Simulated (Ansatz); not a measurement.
Species: sum formula AlOBr, charge -1, multiplicity 2. SMILES of the parent species: [Br][Al]=[O]
Geometry from a B3LYP-D3(BJ)/def2-TZVP (Ansatz, a first-principles code) optimisation:
```
Al
O 1 1.6379
Br 1 2.4695 2 126.53
```
Charge -1, spin multiplicity 2.

Parts of the frozen-core correlation energy in def2-TZVPP (Ansatz, hartree). Frozen orbitals: 20; correlated occupied orbitals by spin: 9 and 8; virtual: 92 and 93. UHF or UKS for open shells. No spin-orbit coupling. No relativistic terms.

```json
[
 {"term": "reference (HF)", "value": "-2889.32780"},
 {"term": "MP2 opposite-spin", "value": "[?]"},
 {"term": "MP2 same-spin", "value": "[?]"},
 {"term": "CCSD correlation", "value": "[?]"},
 {"term": "(T)", "value": "-0.02395"},
 {"term": "T1 diagnostic", "value": "0.026"},
 {"term": "largest doubles amplitude", "value": "0.041"},
 {"term": "<S^2> of the reference", "value": "0.761"}
]
```

Some entries are withheld; supply them.


- MP2 opposite-spin, value: -0.35278
- MP2 same-spin, value: -0.12580
- CCSD correlation, value: -0.48728
